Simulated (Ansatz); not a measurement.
`FC[O][ZnH]` and `F[SiH2][O][ZnH]` differ in one element.

Ansatz, PBE0-D4/def2-TZVP geometries, multiplicity 1. Each molecule was computed in one conformer, which needn't be the lowest.

Scalar relativity is left out up to krypton.

```json
{"property": "LUMO energy (PBE0/def2-TZVPP) / eV", "`FC[O][ZnH]`": "-0.28"}
{"property": "HOMO energy (B3LYP/def2-TZVPP) / eV", "`FC[O][ZnH]`": "-7.53"}
{"property": "LUMO energy (B3LYP/def2-TZVPP) / eV", "`FC[O][ZnH]`": "-0.57"}
{"property": "HOMO–LUMO gap (PBE/def2-TZVPP) / eV", "`FC[O][ZnH]`": "5.22"}
{"property": "size of the dipole moment (ωB97M-V/def2-TZVPP) / D", "`FC[O][ZnH]`": "0.30"}
{"property": "LUMO energy (ωB97M-V/def2-TZVPP) / eV", "`FC[O][ZnH]`": "1.02"}
```

Problem. What does the change do to each property? (An estimate is asked.)

Solution. Computed: 
| property | `F[SiH2][O][ZnH]` | shift |
| --- | --- | --- |
| LUMO energy (PBE0/def2-TZVPP) / eV | -0.48 | -0.20 |
| HOMO energy (B3LYP/def2-TZVPP) / eV | -8.21 | -0.68 |
| LUMO energy (B3LYP/def2-TZVPP) / eV | -0.79 | -0.22 |
| HOMO–LUMO gap (PBE/def2-TZVPP) / eV | 5.63 | 0.41 |
| size of the dipole moment (ωB97M-V/def2-TZVPP) / D | 2.01 | 1.71 |
| LUMO energy (ωB97M-V/def2-TZVPP) / eV | 0.83 | -0.19 |

With PBE0 the HOMO falls by 0.66 eV and the LUMO falls by 0.20 eV, so the gap widens by about 0.46 eV. PBE moves the HOMO by -0.77 eV and ωB97M-V by -0.55 eV. Dipoles are sizes alone; their direction can turn.

B3LYP here is the variant with VWN-RPA as its local correlation; programs differ in this.
